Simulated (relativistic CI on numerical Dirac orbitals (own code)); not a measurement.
**Hyperfine structure of Bi VII, mass number 209**

Method of calculation: Dirac-Coulomb-Breit CI, KLI orbitals optimised for each configuration, QED by a radiative potential, unscaled Slater integrals (own radial code, finite nucleus).

CI space (outside the closed core [Kr] 4d10 4f14 5s2): 5p6 5d9, 5p6 5d8 6s, 5p6 5d8 5f, 5p6 5d8 6p, 5p6 5d8 5g, 5p5 5d10, 5p6 5d8 6d, 5p6 5d8 7s, 5p6 5d7 6s 6p, 5p6 5d8 7p, 5p6 5d8 6f, 5p6 5d8 7d, 5p6 5d7 5f 6s, 5p6 5d8 7f, 5p6 5d7 6s2, 5p6 5d6 5f 6s2, 5p6 5d6 6s2 6p, 5p6 5d6 5g 6s2, 5p6 5d6 6s2 6d. Double excitations out of closed p, d and f shells are left out; levels of such configurations are missing from the list, as are those of other unlisted configurations, and high levels can miss mixing partners.

Nuclear spin I = 9/2, μ = 4.092 μN, Q = -0.516 b (tables of Stone and Pyykkö). The electronic factors are computed for point nuclear moments, without core polarisation or the Bohr-Weisskopf and QED corrections.

```
            Level   E (eV)  A (MHz)  B (MHz)
   5p6 5d9 2D_5/2   0.0000     1500     1710
   5p6 5d9 2D_3/2   3.0939     3873     1540
5p6 5d8 6s 4F_9/2  21.5040    12040     1040
5p6 5d8 6s 4F_7/2  22.5831    -6257      859
5p6 5d8 6s 2D_3/2  23.6331   -16450     -460
5p6 5d8 6s 4F_5/2  24.9017    -4459      476
5p6 5d8 6s 2F_7/2  25.0590    12860      748
5p6 5d8 6s 4P_1/2  25.7067    79480
```

Levels with J = 0, under 50 % of one LS term, or S terms without an open s electron are left out. Small factors come from cancelling terms and can be off by tens of per cent or more.

At this charge configurations can still be misplaced by up to about 7 % of their energy. Levels and lines within the n = 5 or 6 shells can be off by up to 10 % or somewhat more, and those that change n by about 2 %, since core polarisation is missing.

(1) Give the hyperfine levels of 5p6 5d9 2D_5/2 relative to its centre of gravity.

Answers

(1) With K = F(F + 1) − I(I + 1) − J(J + 1), E = AK/2 + B[¾K(K + 1) − I(I + 1)J(J + 1)]/[2I(2I − 1)J(2J − 1)]: F = 2: -19840, F = 3: -15850, F = 4: -10340, F = 5: -3124, F = 6: 6004, F = 7: 17300 MHz.

LS names give the leading component of a level, which can be under half, so a name can repeat, a term be missing and a line seem to break the LS rules.
